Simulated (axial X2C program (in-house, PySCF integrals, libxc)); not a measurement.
## Nuclear properties of MnO

Computed with an in-house all-electron X2C program for linear molecules (integrals from PySCF): two-component X2C with atomic mean-field Coulomb and Gaunt terms, Gaussian nuclei, basis Mn dyall-cv3z, O dyall-av3z with contracted cores.

R = 1.628 Å (near the PBE0 minimum at charge 0 of the determinant lowest at the starting distance; the state shown can have its own minimum elsewhere).

Determinant lowest in the PBE0 search, Ω = 5/2 (⟨Sz⟩ = 2.50, ⟨Lz⟩ = 0.00 at PBE0), spin on the atoms Mn 2.48, O 0.02:

```json
{"level": "PBE0", "Eeff magnitude (GV/cm)": "0.0198", "Ws magnitude Mn (kHz)": "0.0268", "A∥/gI Mn (MHz)": "493", "qzz Mn (a.u.)": "-0.25", "A∥/gI O (MHz)": "-16.6", "qzz O (a.u.)": "1.02", "μ (D)": "-5.02"}
{"level": "BP86", "Eeff magnitude (GV/cm)": "0.0329", "Ws magnitude Mn (kHz)": "0.0183", "A∥/gI Mn (MHz)": "516", "qzz Mn (a.u.)": "-0.35", "A∥/gI O (MHz)": "-14.1", "qzz O (a.u.)": "0.72", "μ (D)": "-4.22"}
{"level": "TPSSh", "Eeff magnitude (GV/cm)": "0.00837", "Ws magnitude Mn (kHz)": "0.0223", "A∥/gI Mn (MHz)": "487", "qzz Mn (a.u.)": "-0.31", "A∥/gI O (MHz)": "-15.8", "qzz O (a.u.)": "0.84", "μ (D)": "-4.70"}
{"level": "LDA", "Eeff magnitude (GV/cm)": "0.0801", "Ws magnitude Mn (kHz)": "0.0115", "A∥/gI Mn (MHz)": "538", "qzz Mn (a.u.)": "-0.39", "A∥/gI O (MHz)": "-15.8", "qzz O (a.u.)": "0.67", "μ (D)": "-4.32"}
```

Eeff is the effective electric field on the electron electric dipole moment in this Ω state and Ws the scalar–pseudoscalar constant of the nucleus named (defined with the proton number Z and per Ω); A∥ (defined per Ω) follows by multiplying with gI = μI/(I μN); qzz is the electric field gradient, eQq0 = 234.96 MHz × Q/barn × qzz; μ is positive if the O end (last atom) is positive. The operators were transformed with the bare-nucleus X2C matrices; with these basis sets, hyperfine constants and field gradients can be off by tens of per cent, and where levels differ in sign neither size nor sign is settled.

Q: With gI(55Mn) = 1.3813, Q(55Mn) = 0.33 barn, gI(17O) = -0.7575, Q(17O) = -0.02558 barn (g factors from the IAEA table of nuclear moments by Stone; Q from Pyykkö, Mol. Phys. 2018), turn the PBE0 values of the first state into constants in MHz.

A: A∥(55Mn) = 493 × 1.3813 = 681 MHz; eQq0(55Mn) = 234.96 × (0.33) × (-0.25) = -19.4 MHz; A∥(17O) = -16.6 × -0.7575 = 12.6 MHz; eQq0(17O) = 234.96 × (-0.02558) × (1.02) = -6.13 MHz.

Each state is one determinant with collinear spin, which with several unpaired electrons need not be a pure state. In the state Ω = 5/2 the sign of Eeff differs between levels (BP86, TPSSh, LDA against PBE0). This is the top spin component of a Σ state; components of lower Ω are not single determinants and can lie lower. With several open shells hyperfine constants can be off by a factor of several. Where Eeff spreads by more than a factor of two the levels disagree and none is to be relied on. Left out as unconverged or as another state under the same occupation: HF in at least one table. The search compared states at one distance, so a state with another bond length can lie lower. Further determinants of the search, some of them spin-mixed, are not shown.
